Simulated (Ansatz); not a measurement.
B$_{3}$H$_{3}$O (`BB1BO1`), relaxed with RKS PBE0-D4/def2-TZVP in Ansatz from a PBE-D4/def2-SVP geometry. The force threshold is 0.005 eV/Å; the program also tests the step.

The species carries charge 0 and has multiplicity 1.

Start:

```xyz
7

B     0.594   -1.334   -0.409
B    -0.150    0.054    0.011
B    -0.426    1.571    0.492
O    -1.413    0.677    0.165
H     0.907   -2.161    0.429
H     0.983   -1.524   -1.548
H    -0.496    2.716    0.860
```

| step | energy (eV) | largest force (eV/Å) | largest move (Å) |
| --- | --- | --- | --- |
| 1 | -4120.2077 | 0.704 | 0.000 |
| 2 | -4120.2353 | 0.354 | 0.025 |
| 3 | -4120.2398 | 0.025 | 0.011 |
| 4 | -4120.2399 | 0.044 | 0.007 |
| 5 | -4120.2400 | 0.020 | 0.003 |
| 6 | -4120.2401 | 0.012 | 0.004 |
| 7 | -4120.2402 | 0.009 | 0.007 |
| 8 | -4120.2402 | 0.003 | 0.002 |

End:

```xyz
7

B     0.596   -1.322   -0.405
B    -0.124    0.074    0.019
B    -0.421    1.563    0.489
O    -1.384    0.658    0.160
H     0.885   -2.144    0.416
H     0.959   -1.516   -1.529
H    -0.511    2.687    0.849
```

Hardware: 2 threads of an Arm Neoverse V1 on a shared host. Wall time 19 s, peak host memory 0.23 GiB.
